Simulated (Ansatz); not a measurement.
H₄NO₃Ta, SMILES `[NH2][Ta](=[O])([OH])[OH]`. Charge 0, multiplicity 1. Ta: def2 effective core potential. All single points use the PBE0-D4/def2-TZVP geometry. It is one conformer, not always the lowest.

```xyz
9

N     0.355    0.082    1.568
Ta   -0.267   -0.268   -0.278
O    -1.520   -1.438   -0.132
O     1.108   -1.008   -1.392
O    -0.909    1.365   -1.042
H     1.008    0.801    1.842
H     0.026   -0.418    2.380
H     1.990   -0.722   -1.620
H    -1.791    1.606   -1.326
```

What is the dipole moment at r2SCAN/def2-TZVPP? (An estimate is asked.)

Ansatz gave: 3.74 D, with components (2.23, 2.90, 0.80) D in this frame, pointing from negative to positive charge.

And with PBE, B3LYP, ωB97M-V? (An estimate is asked.)

Ansatz gave: PBE 3.62 D, B3LYP 3.80 D, ωB97M-V 3.85 D.

Give the Mulliken charges with r2SCAN, ωB97M-V, PBE in def2-TZVPP. (Estimate.)

Computed: 
| atom | r2SCAN | ωB97M-V | PBE |
| --- | --- | --- | --- |
| N1 | -0.50 | -0.41 | -0.41 |
| Ta2 | 1.08 | 1.02 | 0.81 |
| O3 | -0.44 | -0.42 | -0.36 |
| O4 | -0.45 | -0.41 | -0.37 |
| O5 | -0.46 | -0.42 | -0.38 |
| H6 | 0.16 | 0.12 | 0.15 |
| H7 | 0.19 | 0.15 | 0.18 |
| H8 | 0.20 | 0.17 | 0.19 |
| H9 | 0.22 | 0.19 | 0.20 |

B3LYP here is the variant with VWN-RPA as its local correlation; programs differ in this.
